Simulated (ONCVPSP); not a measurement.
# Configuration tests for carbon (ONCV)

C (Z = 6), optimised norm-conserving Vanderbilt (ONCV), made with ONCVPSP 4.0.1 (PBE, scalar-relativistic). Core [He], reference 2s2 (charge +2). Waves: 2s: rc 1.20 bohr, ncon 4, nbas 8, qcut 5.3 1/bohr, 3 projectors, debl 2.9 Ha; p scattering state at 0.06 Ha: rc 1.10 bohr, ncon 4, nbas 7, qcut 8.2 1/bohr, 2 projectors, debl 3.4 Ha; d scattering state at 0.33 Ha: rc 0.95 bohr, ncon 4, nbas 7, qcut 9.4 1/bohr, 2 projectors, debl 2 Ha. Local part: polynomial inside 0.65 bohr (lpopt 5, dvloc0 2 Ha). Core correction: Teter function, fcfact 3, rcfact 1.2.

In the p channel the program set the typed energies aside and used 0.050, 3.450 Ha.

Energies are relative to the spin-unpolarised reference configuration 2s2; without spin polarisation the order of configurations can differ from experiment.

```json
{"valence configuration": "2s2 2p1", "charge": "+1", "ΔE all-electron (eV)": "-24.156", "error AE − PS (meV)": "+89"}
{"valence configuration": "2s1", "charge": "+3", "ΔE all-electron (eV)": "48.194", "error AE − PS (meV)": "+40"}
```

(1) What are ΔE and the potential's error for 2s2 2p2?

(2) What are ΔE and the potential's error for 2s2 2p1.5?

Levels in the configuration 2s2 2p1.5:

```tsv
level	all-electron (eV)	pseudo (eV)
2s	-19.376	-19.365
2p	-10.720	-10.805
```

## Answers

(1) ΔE = -35.017 eV all-electron; the error (AE − PS) is +172 meV.

(2) ΔE = -31.054 eV all-electron; the error (AE − PS) is +138 meV.
